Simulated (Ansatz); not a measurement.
Sn₃S₃. The state is a triplet with charge 0. Geometry r2SCAN-D4/def2-SVP; atoms count from 1.

Cartesian coordinates in Å:
```
Sn 1.522 -0.614 -0.247
Sn 0.061 2.611 0.417
Sn -1.551 -0.581 0.057
S -0.148 0.843 -1.607
S 0.182 0.293 1.788
S -0.065 -2.552 -0.407
```

In the def2 sets Sn takes a core potential; there is no spin–orbit coupling. At PBE0-D4/def2-TZVP a singlet of charge 0 lies 1.43 eV below the triplet, each at its own geometry. The structure comes from a short search, and lower isomers may exist.

Estimate the Mulliken populations from the PBE0/def2-TZVP orbitals of Ansatz.


```tsv
atom	charge (e)	spin (α − β)
Sn1	0.52	0.14
Sn2	0.19	0.96
Sn3	0.52	0.14
S4	-0.40	0.20
S5	-0.40	0.20
S6	-0.44	0.36
```
Mulliken values depend strongly on the basis.

Where does the spin sit?

Summed by element: Sn 1.24, S 0.76, of 2 unpaired in all. Largest on single atoms: Sn2 0.96, S6 0.36, S4 0.20.

And the Mayer bond orders between heavy atoms (over 0.3)?

Sn1–S4 0.73 (2.60 Å); Sn1–S5 0.73 (2.60 Å); Sn1–S6 0.90 (2.51 Å); Sn2–S4 0.63 (2.70 Å); Sn2–S5 0.63 (2.70 Å); Sn3–S4 0.73 (2.60 Å); Sn3–S5 0.73 (2.60 Å); Sn3–S6 0.90 (2.51 Å).
